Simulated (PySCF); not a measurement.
Bis(acetamide)dichloroaluminium cation [AlCl2L2]+, C4H10AlCl2N2O2 (charge +1).
Geometry (PBE0-D3(BJ)/def2-SVP, Å), atoms numbered from 1 in this order:
```xyz
21
C4H10AlCl2N2O2 angstrom
C     -3.1112    0.3088   -1.7713
C     -2.5351    0.0178   -0.4346
N     -3.2759    0.1003    0.6458
O     -1.3118   -0.3146   -0.3741
Al    -0.1020   -0.9528    0.8069
Cl    -0.9163   -0.7326    2.7455
Cl     0.5181   -2.8807    0.1999
O      1.3001    0.1635    0.5769
C      2.5465    0.1320    0.3376
C      3.2907    1.4164    0.3545
N      3.1682   -0.9963    0.0866
H     -3.0136   -0.5938   -2.3936
H     -2.5087    1.0946   -2.2500
H     -4.1620    0.6178   -1.7296
H     -4.2538    0.3601    0.5905
H     -2.8655   -0.1037    1.5620
H      2.8025    2.1136   -0.3419
H      3.2040    1.8544    1.3605
H      4.3485    1.3043    0.0901
H      4.1635   -1.0132   -0.1029
H      2.6417   -1.8750    0.0651
```

The closed-shell ground state was solved at several levels (PySCF, density fitting, gas phase, non-relativistic).

```
              level  basis functions  HOMO (eV)  LUMO (eV)  gap (eV)
CAM-B3LYP/def2-SVPD              324     -13.53      -3.67      9.86
       KT2/pcSseg-2              557     -10.92      -5.78      5.14
```

Task: What might PBE0/pcSseg-1 (258 basis functions) give for the same quantities?

Result: HOMO -12.23 eV, LUMO -4.79 eV, gap 7.44 eV.

Task: Over all these levels, which gives the widest orbital gap and which the narrowest?

Result: CAM-B3LYP/def2-SVPD (range-separated hybrid) has the widest, 9.86 eV, and KT2/pcSseg-2 (GGA) the narrowest, 5.14 eV. Functional and basis both differ between the two, so the spread mixes both effects.

One conformer stands for the species.
